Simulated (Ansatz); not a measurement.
Two members of one family ((BeO)n), computed with Ansatz in the gas phase. Binding counts from free atoms in the multiplicity of their measured ground term, without zero-point energy. The structures are stationary points that may keep the symmetry of their start.

First: (BeO)4 ring (singlet, charge 0, PBE-D4/def2-SVP geometry).

```xyz
8

Be    1.598   -0.455    0.390
O     1.552    0.893    0.937
Be    0.255    1.523    0.728
O    -1.124    1.655    0.283
Be   -1.598    0.455   -0.390
O    -1.552   -0.893   -0.937
Be   -0.255   -1.522   -0.728
O     1.124   -1.656   -0.283
```

| level | HOMO (eV) | LUMO (eV) | gap (eV) | binding per atom (eV) |
| --- | --- | --- | --- | --- |
| PBE-D4/def2-SVP | -7.05 | -1.94 | 5.12 | 5.16 |
| B3LYP-D4/6-31G | -8.28 | -1.23 | 7.05 | 4.82 |
| B3LYP-D4/def2-TZVP | -8.21 | -1.47 | 6.74 | 5.01 |
| PBE0-D4/def2-TZVP | -8.47 | -1.19 | 7.28 | 4.95 |
| r2SCAN0-D4/def2-TZVP | -8.72 | -0.89 | 7.83 | 4.92 |

Second: (BeO)6 prism (singlet, charge 0, PBE-D4/def2-SVP geometry).

```
atom    x (Å)    y (Å)    z (Å)
 Be1   1.2148  -1.0166  -0.4643
  O2   0.7789  -1.4094   0.9970
 Be3   0.0933  -0.1451   1.6410
  O4   0.2335   1.3808   1.2762
 Be5   0.7301   1.4638  -0.2161
  O6   1.4946   0.4010  -1.0928
 Be7  -0.0933   0.1451  -1.6410
  O8  -0.2335  -1.3808  -1.2762
 Be9  -0.7301  -1.4638   0.2161
 O10  -1.4946  -0.4010   1.0928
Be11  -1.2148   1.0166   0.4643
 O12  -0.7789   1.4094  -0.9970
```

Task: Estimate the same table for the second.

Result: 
| level | HOMO (eV) | LUMO (eV) | gap (eV) | binding per atom (eV) |
| --- | --- | --- | --- | --- |
| PBE-D4/def2-SVP | -7.27 | -2.07 | 5.21 | 5.32 |
| B3LYP-D4/6-31G | -8.43 | -1.40 | 7.04 | 4.96 |
| B3LYP-D4/def2-TZVP | -8.19 | -1.53 | 6.66 | 5.12 |
| PBE0-D4/def2-TZVP | -8.41 | -1.24 | 7.18 | 5.12 |
| r2SCAN0-D4/def2-TZVP | -8.64 | -0.92 | 7.72 | 5.08 |
